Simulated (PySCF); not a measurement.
PBE on Co⁻ (cobalt, charge -1), [Ar] 3d8 4s2, high-spin 3F determinant. All numbers are calculated (PySCF 2.14, the non-relativistic Hamiltonian (point nucleus), in aug-cc-pVTZ with one added diffuse shell each of s, p, d, f, g type (9s8p6d4f3g, 118 functions)).

```
cycle= 1 E= -1381.55864059957  delta_E= 0.945  |g|= 1.88  |ddm|=  2.5
cycle= 2 E= -1379.76684148659  delta_E= 1.79  |g|= 3.93  |ddm|= 4.35
cycle= 3 E= -1382.17417208623  delta_E= -2.41  |g|= 1.14  |ddm|=  4.6
cycle= 4 E= -1382.52586685097  delta_E= -0.352  |g|= 0.125  |ddm|= 2.33
cycle= 5 E= -1382.28259266811  delta_E= 0.243  |g|= 0.745  |ddm|= 7.29
cycle= 6 E= -1382.52267335549  delta_E= -0.24  |g|= 0.267  |ddm|= 6.83
cycle= 7 E= -1382.54889498996  delta_E= -0.0262  |g|= 0.125  |ddm|= 1.12
cycle= 8 E= -1382.55456042391  delta_E= -0.00567  |g|= 0.00719  |ddm|= 0.248
cycle= 9 E= -1382.55461933749  delta_E= -5.89e-05  |g|= 0.0014  |ddm|= 0.0553
cycle= 10 E= -1382.55462298501  delta_E= -3.65e-06  |g|= 0.000146  |ddm|= 0.0176
cycle= 11 E= -1382.55462306821  delta_E= -8.32e-08  |g|= 6.34e-05  |ddm|= 0.00342
cycle= 12 E= -1382.55462307007  delta_E= -1.86e-09  |g|= 1.8e-05  |ddm|= 0.000191
cycle= 13 E= -1382.5546230701  delta_E= -3e-11  |g|= 1.02e-05  |ddm|= 3.17e-05
converged SCF energy = -1382.5546230701  <S^2> = 2.0390817  2S+1 = 3.0259423
```

Highest occupied orbital energy: 1.901 eV; ⟨L²⟩ = 12.04; populations by l: s 8.00, p 12.00, d 8.00, f 0.00.

(1) Can this result be used?

## Answers

(1) With care. Self-consistency was reached. At PBE the highest occupied level has a positive energy, so only the finite basis holds that electron; in a semilocal or global hybrid functional this comes from self-interaction and does not mean that the real anion is unbound.
